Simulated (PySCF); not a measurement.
C4H8Si.
Bonds: C1–C2, C2–C3 (triple), C3–C4, C4–Si5. Hydrogens: H6, H7, H8 on C1; H9, H10 on C4; H11, H12, H13 on Si5.

Computed by this run: PBE0-D3(BJ)/def2-SVP geometry optimisation, gas phase in PySCF 2.14.0; density fitting, grid level 1; the optimiser is geomeTRIC in internal coordinates, started from a GFN2-xTB structure with every atom displaced at random (about 0.01 Å).

Step 0: E = -12140.2538 eV
```
atom  x, y, z in Å  |  force x, y, z in eV/Å
C1      2.7799    0.6600   -0.2216   -1.567   1.069   0.047
C2      1.4663    0.1175    0.1280    0.628   0.103  -0.196
C3      0.3939   -0.3596    0.4212    1.719   0.644  -0.378
C4     -0.8352   -0.9197    0.7737   -2.173  -0.067   0.829
Si5    -2.3087    0.2256    0.2644    0.706  -0.503   0.645
H6      3.2399    1.0990    0.6629    0.356   0.065   0.274
H7      2.6427    1.4819   -0.9550    0.194  -0.194   0.112
H8      3.4164   -0.0793   -0.6550    0.768  -0.821  -0.397
H9     -0.9748   -1.8879    0.3050   -0.160  -0.608  -0.336
H10    -0.8947   -1.1062    1.8675   -0.082   0.104  -0.181
H11    -3.5719   -0.4152    0.6735   -0.382  -0.143   0.074
H12    -2.1530    1.5118    0.9748   -0.015   0.274   0.099
H13    -2.3009    0.4457   -1.1799    0.009   0.077  -0.593
```

Step 1: E = -12140.3831 eV
```
atom  x, y, z in Å  |  force x, y, z in eV/Å
C1      2.7643    0.6998   -0.2265    0.310  -0.244  -0.061
C2      1.4876    0.1039    0.1191    0.018   0.049   0.023
C3      0.4272   -0.3971    0.4236   -0.470  -0.201   0.074
C4     -0.8790   -0.9588    0.7676    0.370   0.123  -0.057
Si5    -2.2900    0.2288    0.3122    0.003  -0.056  -0.243
H6      3.2132    1.2121    0.6398   -0.009  -0.005  -0.019
H7      2.6589    1.4360   -1.0352   -0.007   0.069  -0.062
H8      3.4855   -0.0724   -0.5691   -0.176   0.213   0.090
H9     -1.0319   -1.9277    0.2590   -0.053   0.075  -0.028
H10    -0.9274   -1.1699    1.8459   -0.028  -0.019   0.147
H11    -3.6121   -0.3614    0.6943    0.035  -0.012   0.021
H12    -2.1286    1.5433    1.0000    0.039  -0.026   0.025
H13    -2.2677    0.4370   -1.1713   -0.034   0.034   0.089
```

**Question.** Estimate the geometry and energy of step 2. (The exact step hangs on the optimiser's Hessian estimate; all steps are aligned on step 1, rigid shifts and turns removed.)

**Answer.** E = -12140.3908 eV, largest force 0.164 eV/Å
```
atom  x, y, z in Å  |  force x, y, z in eV/Å
C1      2.7617    0.6983   -0.2279    0.039  -0.044  -0.032
C2      1.4823    0.1027    0.1235   -0.008   0.022   0.019
C3      0.4212   -0.3998    0.4294   -0.072  -0.048  -0.005
C4     -0.8776   -0.9586    0.7729    0.155   0.019   0.052
Si5    -2.2825    0.2258    0.3012   -0.021  -0.003  -0.059
H6      3.2112    1.2138    0.6354   -0.009   0.007   0.001
H7      2.6540    1.4355   -1.0395   -0.007   0.002   0.010
H8      3.4797   -0.0669   -0.5674   -0.028   0.023   0.012
H9     -1.0370   -1.9228    0.2602   -0.025   0.003  -0.016
H10    -0.9346   -1.1688    1.8558   -0.029   0.013  -0.015
H11    -3.6003   -0.3674    0.6884    0.001  -0.007   0.008
H12    -2.1105    1.5314    1.0026    0.009   0.002   0.012
H13    -2.2678    0.4504   -1.1753   -0.005   0.011   0.013
```

The energy changes by -0.0077 eV. The first-order estimate −F·Δx gives -0.0130 eV and the mean of the old and new forces, exact on a quadratic surface, -0.0077 eV. The step makes an angle of 68° with the force vector and moves no atom by more than 0.022 Å.

What follows is the cost of the whole optimisation. Hardware: one thread, Arm Neoverse N1 (aarch64), on a shared host. Cost: 35 s wall, 0.46 GiB resident at most.
